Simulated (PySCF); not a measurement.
HOSi, charge +1, multiplicity 1. Atoms are numbered in the order given.

```xyz
3

O      0.0000     0.0000     1.0330
Si     0.0000     0.0000    -0.4519
H      0.0000     0.0000    -1.9375
```
Charge +1, spin multiplicity 1.

Geometry: PBE0-D3(BJ)/def2-TZVPD. The multiplicity is an assumed one; other spin states were not compared. The isomer is the one that the SMILES or the coordinates give; other isomers of the formula were not compared.

Computed with PySCF 2.14.0 with PBE0-D3(BJ)/def2-TZVPD.

Frequencies are harmonic and unscaled.

Modes within 1.5 cm⁻¹ of each other (mostly degenerate sets) share a row, with their intensities summed.

| mode | ν (cm⁻¹) | IR (km/mol) | Raman (Å⁴/amu) | depolarisation | moving atoms (share of kinetic energy) |
|---|---|---|---|---|---|
| 1–2 | 443 | 14.6 | 0.1 | 0.75 | H 83 %, Si 12 % |
| 3 | 1330 | 20.3 | 43.5 | 0.09 | O 64 %, Si 33 % |
| 4 | 2223 | 83.7 | 113.8 | 0.17 | H 94 % |
